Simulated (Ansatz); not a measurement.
Consider the formal exchange of groups at a C–Si bond: `C[Si](N)(O)S` + `CCOC(=O)CC` → `CCCC(=O)OCC` + `N[SiH](O)S`.

Program: Ansatz. Geometries: PBE0-D4/def2-TZVP. ΔE: electronic, gas phase. CCSD(T)/CBS adds triple-zeta CCSD(T) − MP2 to the extrapolated MP2 energy (def2 sets, frozen cores). Functionals use def2-TZVPP. B3LYP here is the variant with VWN-RPA as its local correlation; programs differ in this. One conformer a species, not always the lowest.

`C[Si](N)(O)S`:

Cartesian coordinates in Å:
```
C 0.321 1.450 0.338
Si -0.098 -0.359 0.272
N -0.716 -0.682 -1.291
O -1.184 -0.802 1.426
S 1.566 -1.588 0.832
H 1.149 1.696 -0.331
H 0.616 1.723 1.353
H -0.541 2.061 0.057
H -0.600 -0.012 -2.032
H -0.772 -1.623 -1.645
H -2.102 -0.769 1.152
H 2.363 -1.095 -0.131
```

`CCOC(=O)CC`:

Z-matrix (Å, degrees):
```
C
C 1 1.509
H 1 1.093 2 109.8
H 1 1.092 2 110.8 3 119.5
H 1 1.091 2 110.7 3 -119.4
O 2 1.433 1 111.4 3 -175.9
H 2 1.091 1 111.4 3 -59.5
H 2 1.091 1 111.1 3 62.5
C 6 1.340 2 116.5 1 -84.8
O 9 1.202 6 123.9 2 -0.7
C 9 1.504 6 110.8 2 179.6
C 11 1.514 9 113.0 6 -179.9
H 11 1.095 9 107.4 6 56.5
H 11 1.095 9 107.3 6 -56.3
H 12 1.091 11 110.5 9 -179.9
H 12 1.091 11 111.0 9 -59.6
H 12 1.091 11 111.0 9 59.7
```

`CCCC(=O)OCC`:

Cartesian coordinates in Å:
```
C 0.938 0.511 2.463
C 1.631 1.217 1.310
C 0.724 1.421 0.110
C 0.372 0.137 -0.593
O 0.997 -0.888 -0.518
O -0.721 0.289 -1.353
C -1.136 -0.855 -2.111
C -1.999 -1.778 -1.286
H 0.064 1.075 2.803
H 0.604 -0.486 2.167
H 1.610 0.395 3.316
H 1.996 2.195 1.639
H 2.506 0.641 0.997
H 1.209 2.056 -0.641
H -0.202 1.933 0.384
H -1.691 -0.439 -2.953
H -0.251 -1.373 -2.483
H -2.358 -2.602 -1.908
H -1.429 -2.200 -0.457
H -2.865 -1.247 -0.887
```

`N[SiH](O)S`:

```xyz
9

N     0.684   -0.280    1.229
Si   -0.336   -0.087   -0.112
O    -0.284   -1.376   -1.132
S     0.306    1.579   -1.286
H     0.391   -0.826    2.022
H     1.686   -0.273    1.122
H    -1.709    0.110    0.414
H    -0.798   -1.325   -1.940
H     0.059    2.478   -0.318
```

| level | ΔE (kcal/mol) |
| --- | --- |
| B3LYP-D4 | 12.0 |
| PBE | 11.7 |
| HF/def2-TZVPP | 10.6 |
| CCSD/def2-TZVPP | 11.1 |
| CCSD(T)/def2-TZVPP | 11.2 |
| HF/def2-QZVPP | 10.6 |
| HF/CBS(def2) | 10.6 |
| MP2/CBS(def2) | 12.0 |

Question: What does CCSD(T)/CBS give? (Estimate.)

Answer: The calculation gave: +11.6 kcal/mol. The listed levels differ from it by 0.4, 0.1, -1.0, -0.5, -0.4, -1.0, -1.0, 0.4 kcal/mol.

Largest T1 diagnostic among the species: 0.013.

CCSD(T)/CBS has its own doubt, a few kJ/mol and more with outer-core shells, so smaller differences from it don't rank the levels.
